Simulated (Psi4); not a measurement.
Calculation: SAPT0/jun-cc-pVDZ, frozen core in Psi4.

Psi4 input:

```
molecule {
0 1
O 0.81332956 -0.53213527 -0.06667070
C -0.42050000 -0.01084458 0.04172709
O -0.67840019 1.15776452 0.03687751
H 1.44039858 0.20604493 -0.14729804
H -1.15482795 -0.82082960 0.13536414
--
0 1
Si 1.29701848 2.93251850 -1.70892763
H 1.85097447 1.58058180 -1.94731105
H 1.43353897 3.27602896 -0.27546991
H -0.13404182 2.95315012 -2.08717338
H 2.03756226 3.92034500 -2.52576457
units angstrom
symmetry c1
no_reorient
no_com
}
set basis jun-cc-pvdz
set scf_type df
set freeze_core true
energy('sapt0')
```

Part of the output:

```
    SAPT Results
  --------------------------------------------------------------------------------------------------------
    Electrostatics                 -4.12860549 [mEh]      -2.59073906 [kcal/mol]     -10.83965223 [kJ/mol]
      Elst10,r                     -4.12860549 [mEh]      -2.59073906 [kcal/mol]     -10.83965223 [kJ/mol]

    Exchange                        7.89046245 [mEh]       4.95133994 [kcal/mol]      20.71640630 [kJ/mol]
      Exch10                        7.89046245 [mEh]       4.95133994 [kcal/mol]      20.71640630 [kJ/mol]
      Exch10(S^2)                   7.86332257 [mEh]       4.93430941 [kcal/mol]      20.64515056 [kJ/mol]

    Induction                      -1.67795089 [mEh]      -1.05293008 [kcal/mol]      -4.40545946 [kJ/mol]
      Ind20,r                      -3.51037584 [mEh]      -2.20279410 [kcal/mol]      -9.21649049 [kJ/mol]
      Exch-Ind20,r                  2.42447489 [mEh]       1.52138096 [kcal/mol]       6.36545794 [kJ/mol]
      delta HF,r (2)               -0.59204994 [mEh]      -0.37151695 [kcal/mol]      -1.55442691 [kJ/mol]

    Dispersion                     -3.09279560 [mEh]      -1.94075854 [kcal/mol]      -8.12013374 [kJ/mol]
      Disp20                       -3.58873411 [mEh]      -2.25196465 [kcal/mol]      -9.42222010 [kJ/mol]
      Exch-Disp20                   0.49593850 [mEh]       0.31120611 [kcal/mol]       1.30208636 [kJ/mol]
      Disp20 (SS)                  -1.79436705 [mEh]      -1.12598233 [kcal/mol]      -4.71111005 [kJ/mol]
      Disp20 (OS)                  -1.79436705 [mEh]      -1.12598233 [kcal/mol]      -4.71111005 [kJ/mol]
      Exch-Disp20 (SS)              0.27096347 [mEh]       0.17003215 [kcal/mol]       0.71141450 [kJ/mol]
      Exch-Disp20 (OS)              0.22497503 [mEh]       0.14117396 [kcal/mol]       0.59067186 [kJ/mol]

  Total HF                          2.08390606 [mEh]       1.30767080 [kcal/mol]       5.47129461 [kJ/mol]
  Total SAPT0                      -1.00888954 [mEh]      -0.63308775 [kcal/mol]      -2.64883913 [kJ/mol]
```
